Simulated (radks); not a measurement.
Q: Species: Ni6+. Configuration: [Ar] 3d4. Method: Dirac Kohn-Sham, PBE, spin-unpolarised, spherical densities, finite nucleus; open shells fill j = l - 1/2 first; Fermi nuclear charge, rms radius 3.7757 fm; computed with a radial shooting solver on a logarithmic mesh with Libxc functionals.

Spin-orbit splittings of the eigenvalues, e(l+1/2) - e(l-1/2), with zeta = 2 splitting/(2l+1) and mean radii in bohr:

shell  occ.  splitting (eV)  zeta (eV)  <r> j=l-1/2  <r> j=l+1/2
2p        6               ?          ?       0.2130       0.2163
3p        6           2.499      1.666       0.7247       0.7325
3d        4          0.3567     0.1427       0.7559       0.7583

Estimate the 2p splitting.

A: 17.47 eV (zeta = 11.65 eV).
